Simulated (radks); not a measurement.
Isoelectronic series with 37 electrons, each ion in its NIST ground configuration. Method: Dirac Kohn-Sham, PBEsol, spin-unpolarised, spherical densities, finite nucleus; open shells are shared between the two j in proportion to 2j + 1; Fermi nuclear charge, rms radius of each element as measured or else 0.836 A^(1/3) + 0.57 fm; computed with a radial shooting solver on a logarithmic mesh with Libxc functionals. Total energies (hartree) and mean radii <r> (bohr) (* marks an orbital that is empty in some or all of the ions):

| ion | configuration | E (hartree) | 5s1/2* | 4p3/2 | 4p1/2 | 4s1/2 |
|---|---|---|---|---|---|---|
| Rb | [Kr] 5s1 | -2979.57179 | 5.249 | 1.739 | 1.700 | 1.455 |
| Zr3+ | [Kr] 4d1 | -3595.29783 | 2.915 | 1.350 | 1.322 | 1.202 |
| Tc6+ | [Kr] 4d1 | -4275.78437 | 2.184 | 1.114 | 1.090 | 1.023 |
| Pd9+ | [Kr] 4d1 | -5021.48772 | 1.785 | 0.9547 | 0.9336 | 0.8926 |
| In12+ | [Kr] 4d1 | -5833.27839 | 1.521 | 0.8385 | 0.8185 | 0.7923 |
| Te15+ | [Kr] 4d1 | -6712.20039 | 1.330 | 0.7490 | 0.7295 | 0.7125 |
| Cs18+ | [Kr] 4d1 | -7659.4674 | 1.184 | 0.6775 | 0.6582 | 0.6474 |
| Ce21+ | [Kr] 4d1 | -8676.4364 | 1.068 | 0.6188 | 0.5995 | 0.5930 |
| Pm24+ | [Kr] 4d1 | -9764.6319 | 0.9731 | 0.5697 | 0.5503 | 0.5467 |
| Gd27+ | [Kr] 4d1 | -10925.7267 | 0.8935 | 0.5279 | 0.5082 | 0.5069 |
| Ho30+ | [Kr] 4d1 | -12161.6888 | 0.8257 | 0.4918 | 0.4718 | 0.4721 |
